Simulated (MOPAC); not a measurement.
MOPAC input (PM6):

```
PM6 1SCF GEO-OK AUX(PRECISION=9) THREADS=1
C3H13NSi2

C     2.32027000 1    1.44131900 1    0.18638500 1
Si    1.79047200 1   -0.19802200 1   -0.54540300 1
N     0.37623100 1   -0.85812900 1    0.20356200 1
Si   -1.29614800 1   -0.48941500 1   -0.07633400 1
C    -2.25841000 1   -0.72160600 1    1.51249500 1
C    -1.42403800 1    1.26701800 1   -0.71015400 1
H     1.54003300 1    2.19447100 1    0.06048800 1
H     2.52624900 1    1.34394200 1    1.25432800 1
H     3.22530200 1    1.80968100 1   -0.30334300 1
H     2.88407900 1   -1.18852300 1   -0.37961300 1
H     1.54084300 1    0.00333800 1   -1.99593400 1
H     0.55072700 1   -1.64389800 1    0.81453800 1
H    -1.88666600 1   -1.39387300 1   -1.10241900 1
H    -3.32280600 1   -0.53343400 1    1.35319500 1
H    -2.15938200 1   -1.74234000 1    1.88996300 1
H    -1.90362000 1   -0.03949700 1    2.28818300 1
H    -1.08447600 1    1.98392500 1    0.04027400 1
H    -2.46130400 1    1.50344900 1   -0.95786800 1
H    -0.83006000 1    1.41338500 1   -1.61475300 1
```

Output:

```
 *******************************************************************************
 **                                                                           **
 **                              MOPAC v23.2.5                                **
 **                                                                           **
 *******************************************************************************
 ** MOPAC's Digital Object Identifier: https://doi.org/10.5281/zenodo.6511958 **
 **                                                                           **
 ** Please cite the open-source release paper for use of this MOPAC version:  **
 ** J. E. Moussa and J. J. P. Stewart (2026)                                  **
 ** MOPAC: An open-source semiempirical molecular orbital program             **
 ** J. Open Source Softw., 11(119), 8025, https://doi.org/10.21105/joss.08025 **
 *******************************************************************************

                              PM6 CALCULATION RESULTS

 *******************************************************************************
 *  PM6        - The PM6 Hamiltonian to be used
 *  GEO-OK     - OVERRIDE INTERATOMIC DISTANCE AND OTHER SAFETY CHECKS
 *  1SCF       - DO 1 SCF AND THEN STOP
 *  AUX        - OUTPUT AUXILIARY INFORMATION
 *******************************************************************************
PM6 1SCF GEO-OK AUX(PRECISION=9) THREADS=1
 C3H13NSi2

   ATOM   CHEMICAL          X               Y               Z
  NUMBER   SYMBOL      (ANGSTROMS)     (ANGSTROMS)     (ANGSTROMS)

     1       C          2.32027000  *   1.44131900  *   0.18638500  *
     2      Si          1.79047200  *  -0.19802200  *  -0.54540300  *
     3       N          0.37623100  *  -0.85812900  *   0.20356200  *
     4      Si         -1.29614800  *  -0.48941500  *  -0.07633400  *
     5       C         -2.25841000  *  -0.72160600  *   1.51249500  *
     6       C         -1.42403800  *   1.26701800  *  -0.71015400  *
     7       H          1.54003300  *   2.19447100  *   0.06048800  *
     8       H          2.52624900  *   1.34394200  *   1.25432800  *
     9       H          3.22530200  *   1.80968100  *  -0.30334300  *
    10       H          2.88407900  *  -1.18852300  *  -0.37961300  *
    11       H          1.54084300  *   0.00333800  *  -1.99593400  *
    12       H          0.55072700  *  -1.64389800  *   0.81453800  *
    13       H         -1.88666600  *  -1.39387300  *  -1.10241900  *
    14       H         -3.32280600  *  -0.53343400  *   1.35319500  *
    15       H         -2.15938200  *  -1.74234000  *   1.88996300  *
    16       H         -1.90362000  *  -0.03949700  *   2.28818300  *
    17       H         -1.08447600  *   1.98392500  *   0.04027400  *
    18       H         -2.46130400  *   1.50344900  *  -0.95786800  *
    19       H         -0.83006000  *   1.41338500  *  -1.61475300  *

          CARTESIAN COORDINATES

    NO.       ATOM           X           Y           Z

     1         C          2.3203      1.4413      0.1864
     2        Si          1.7905     -0.1980     -0.5454
     3         N          0.3762     -0.8581      0.2036
     4        Si         -1.2961     -0.4894     -0.0763
     5         C         -2.2584     -0.7216      1.5125
     6         C         -1.4240      1.2670     -0.7102
     7         H          1.5400      2.1945      0.0605
     8         H          2.5262      1.3439      1.2543
     9         H          3.2253      1.8097     -0.3033
    10         H          2.8841     -1.1885     -0.3796
    11         H          1.5408      0.0033     -1.9959
    12         H          0.5507     -1.6439      0.8145
    13         H         -1.8867     -1.3939     -1.1024
    14         H         -3.3228     -0.5334      1.3532
    15         H         -2.1594     -1.7423      1.8900
    16         H         -1.9036     -0.0395      2.2882
    17         H         -1.0845      1.9839      0.0403
    18         H         -2.4613      1.5034     -0.9579
    19         H         -0.8301      1.4134     -1.6148

 General Reference for PM6:
 "Optimization of Parameters for Semiempirical Methods V: Modification of NDDO Approximations
 and Application to 70 Elements", J. J. P. Stewart, J. Mol. Mod., 13, 1173-1213 (2007)
 URL: https://link.springer.com/article/10.1007/s00894-007-0233-4

           Empirical Formula: C3 H13 N Si2  =    19 atoms

      MOLECULAR POINT GROUP   :   C1

      RHF CALCULATION, NO. OF DOUBLY OCCUPIED LEVELS = 19

 -------------------------------------------------------------------------------
 PM6 1SCF GEO-OK AUX(PRECISION=9) THREADS=1
 C3H13NSi2

     1SCF WAS SPECIFIED, SO BFGS WAS NOT USED
     SCF FIELD WAS ACHIEVED

                              PM6 CALCULATION
                                                       MOPAC v23.2.5 Linux

          FINAL HEAT OF FORMATION =        -69.82264 KCAL/MOL =    -292.13794 KJ/MOL

          COSMO AREA              =        173.13 SQUARE ANGSTROMS
          COSMO VOLUME            =        178.67 CUBIC ANGSTROMS

          IONIZATION POTENTIAL    =          9.663977 EV
          HOMO LUMO ENERGIES (EV) =         -9.664  0.733
          NO. OF FILLED LEVELS    =         19
          MOLECULAR WEIGHT        =        119.3134         POINT GROUP:  C1

          MOLECULAR DIMENSIONS (Angstroms)

            Atom       Atom       Distance
            H    14    H     9     7.14927
            H    18    H    10     4.59375
            H     8    H    13     3.63469

          SCF CALCULATIONS        =          1

   ATOM   CHEMICAL          X               Y               Z
  NUMBER   SYMBOL      (ANGSTROMS)     (ANGSTROMS)     (ANGSTROMS)

     1       C          2.32027000  *   1.44131900  *   0.18638500  *
     2      Si          1.79047200  *  -0.19802200  *  -0.54540300  *
     3       N          0.37623100  *  -0.85812900  *   0.20356200  *
     4      Si         -1.29614800  *  -0.48941500  *  -0.07633400  *
     5       C         -2.25841000  *  -0.72160600  *   1.51249500  *
     6       C         -1.42403800  *   1.26701800  *  -0.71015400  *
     7       H          1.54003300  *   2.19447100  *   0.06048800  *
     8       H          2.52624900  *   1.34394200  *   1.25432800  *
     9       H          3.22530200  *   1.80968100  *  -0.30334300  *
    10       H          2.88407900  *  -1.18852300  *  -0.37961300  *
    11       H          1.54084300  *   0.00333800  *  -1.99593400  *
    12       H          0.55072700  *  -1.64389800  *   0.81453800  *
    13       H         -1.88666600  *  -1.39387300  *  -1.10241900  *
    14       H         -3.32280600  *  -0.53343400  *   1.35319500  *
    15       H         -2.15938200  *  -1.74234000  *   1.88996300  *
    16       H         -1.90362000  *  -0.03949700  *   2.28818300  *
    17       H         -1.08447600  *   1.98392500  *   0.04027400  *
    18       H         -2.46130400  *   1.50344900  *  -0.95786800  *
    19       H         -0.83006000  *   1.41338500  *  -1.61475300  *

                             CARTESIAN COORDINATES

   1    C        2.320270000     1.441319000     0.186385000
   2   Si        1.790472000    -0.198022000    -0.545403000
   3    N        0.376231000    -0.858129000     0.203562000
   4   Si       -1.296148000    -0.489415000    -0.076334000
   5    C       -2.258410000    -0.721606000     1.512495000
   6    C       -1.424038000     1.267018000    -0.710154000
   7    H        1.540033000     2.194471000     0.060488000
   8    H        2.526249000     1.343942000     1.254328000
   9    H        3.225302000     1.809681000    -0.303343000
  10    H        2.884079000    -1.188523000    -0.379613000
  11    H        1.540843000     0.003338000    -1.995934000
  12    H        0.550727000    -1.643898000     0.814538000
  13    H       -1.886666000    -1.393873000    -1.102419000
  14    H       -3.322806000    -0.533434000     1.353195000
  15    H       -2.159382000    -1.742340000     1.889963000
  16    H       -1.903620000    -0.039497000     2.288183000
  17    H       -1.084476000     1.983925000     0.040274000
  18    H       -2.461304000     1.503449000    -0.957868000
  19    H       -0.830060000     1.413385000    -1.614753000

           Empirical Formula: C3 H13 N Si2  =    19 atoms

      MOLECULAR POINT GROUP   :   C1

                  EIGENVALUES
 -29.83316 -24.89333 -24.66244 -24.09434 -17.16109 -16.57432 -14.58272 -13.77929
 -13.67422 -13.51984 -13.29822 -13.12664 -12.92487 -11.64541 -11.18255 -10.58244
 -10.36403 -10.23617  -9.66398   0.73256   0.91250   1.19032   1.29958   1.79504
   1.89136   2.01870   2.08245   2.17639   2.46508   3.31871   3.50566   4.41877
   4.57630   4.92122   5.11546   5.18683   5.48694   6.19102   6.23993   6.27217
   6.27866   6.34652   6.39187   6.84933   7.31580   7.39755   7.52168

              NET ATOMIC CHARGES AND DIPOLE CONTRIBUTIONS

  ATOM NO.   TYPE          CHARGE      No. of ELECS.   s-Pop       p-Pop       d-Pop
    1          C          -0.750991        4.7510     1.07972     3.67127
    2         Si           0.341813        3.6582     1.13715     1.64701     0.87403
    3          N          -0.569688        5.5697     1.50196     4.06773
    4         Si           0.454742        3.5453     1.10501     1.52678     0.91347
    5          C          -0.704361        4.7044     1.07607     3.62829
    6          C          -0.704594        4.7046     1.07533     3.62926
    7          H           0.185721        0.8143     0.81428
    8          H           0.183074        0.8169     0.81693
    9          H           0.186432        0.8136     0.81357
   10          H           0.003671        0.9963     0.99633
   11          H           0.004720        0.9953     0.99528
   12          H           0.258782        0.7412     0.74122
   13          H           0.031771        0.9682     0.96823
   14          H           0.182293        0.8177     0.81771
   15          H           0.174760        0.8252     0.82524
   16          H           0.179443        0.8206     0.82056
   17          H           0.178922        0.8211     0.82108
   18          H           0.179495        0.8205     0.82051
   19          H           0.183995        0.8160     0.81600
 DIPOLE           X         Y         Z       TOTAL
 POINT-CHG.    -0.015    -1.322    -0.802     1.547
 HYBRID        -0.220     1.336     1.892     2.326
 SUM           -0.235     0.014     1.089     1.115

          ATOMIC ORBITAL ELECTRON POPULATIONS

     Atom    s        px        py        pz      x^2-y^2     xz        z^2       yz        xy
    1  C   1.07972   1.18564   1.28553   1.20010
    2 Si   1.13715   0.47469   0.55659   0.61572   0.10748   0.10662   0.30016   0.08284   0.27693
    3  N   1.50196   1.28376   1.35075   1.43323
    4 Si   1.10501   0.41144   0.54794   0.56740   0.20172   0.24065   0.12237   0.19904   0.14969
    5  C   1.07607   1.19913   1.16869   1.26047
    6  C   1.07533   1.16645   1.27788   1.18494
    7  H   0.81428
    8  H   0.81693
    9  H   0.81357
   10  H   0.99633
   11  H   0.99528
   12  H   0.74122
   13  H   0.96823
   14  H   0.81771
   15  H   0.82524
   16  H   0.82056
   17  H   0.82108
   18  H   0.82051
   19  H   0.81600

 **********************
 *                    *
 * JOB ENDED NORMALLY *
 *                    *
 **********************

 == MOPAC DONE ==
```

The geometry given is a B3LYP-D3(BJ)/def2-TZVP minimum.
